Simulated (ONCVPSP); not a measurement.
## ytterbium (Yb): one change to an ONCV potential, before and after

Yb, optimised norm-conserving Vanderbilt (ONCV), made with ONCVPSP 4.0.1 (PBE, scalar-relativistic). Core [Kr] 4d10 4f13, reference 5s2 5p6 5d1 6s1 (charge +1). Waves: 5s+6s: rc 1.90 bohr, ncon 4, nbas 9, qcut 6.5 1/bohr, 2 projectors; 5p: rc 1.85 bohr, ncon 5, nbas 8, qcut 7.7 1/bohr, 3 projectors, debl 1.3 Ha; 5d: rc 3.30 bohr, ncon 3, nbas 8, qcut 4.4 1/bohr, 2 projectors, debl 1.7 Ha; f scattering state at 0.38 Ha: rc 3.15 bohr, ncon 4, nbas 9, qcut 3.3 1/bohr, 2 projectors, debl 1.3 Ha. Local part: polynomial inside 1.70 bohr (lpopt 5, dvloc0 3 Ha). Core correction: none.

In the p channel the program set the typed energies aside and used -1.385, 0.250, 1.550 Ha.

All-electron outer shells of the reference configuration (PBE, scalar-relativistic, ld1.x):

```
shell  level (eV)  outermost node (bohr)  outermost maximum (bohr)
   5s      -66.01                   0.58                      1.07
   5p      -37.69                   0.62                      1.22
   4f      -16.27                      –                      0.48
   6s      -10.07                   1.43                      2.97
   5d       -7.96                   0.70                      1.80
```

Change: all radii scaled by about 0.82 (s 1.56, p 1.52, d 2.70, f 2.58 bohr); local potential polynomial inside 1.40 bohr (lpopt 5, dvloc0 3 Ha).

Cutoffs: the cutoffs (Ha) at which the residual kinetic energy of the hardest occupied pseudo-wave falls to 1 and 0.1 mHa per electron; they do not see the model core or the augmentation charge, which bear on the density cutoff. Errors are all-electron minus pseudo energies relative to the spin-unpolarised reference configuration.

Q: Predict the effect on cutoff, ghosts and configuration errors.

A: The potential gets harder (22 Ha and 26 Ha → 26 Ha and 45 Ha); of the 4 tests that both files solve, the error grows in 1 and shrinks in 1 by more than 15 % and 0.3 meV (median size 8.0 → 11.0 meV); neither file shows a bound ghost. A smaller radius makes the pseudo-wave follow the all-electron one further in, where it bends more sharply, so more plane waves are needed.

```tsv
quantity	base	changed
cutoff, loose	22 Ha	26 Ha
cutoff, tight	26 Ha	45 Ha
loose cutoff by channel	s 15 Ha, p 22 Ha, d 6.6 Ha	s 18 Ha, p 26 Ha, d 7.7 Ha
bound ghosts	none	none
GHOST(+) flags under 300 eV	f at 165.8 eV	s at 299.7 eV
error for 5s2 5p6 5d1 6s2, meV [ΔE -7.26 eV]	+8.1	+9.0
error for 5s2 5p6 5d1 6s0, meV [ΔE 13.11 eV]	+8.0	+13
error for 5s2 5p6 5d0 6s0, meV [ΔE 33.07 eV]	+87	+16
error for 5s2 5p6 5d1 6s1.5, meV [ΔE -4.32 eV]	+3.1	+3.4
```
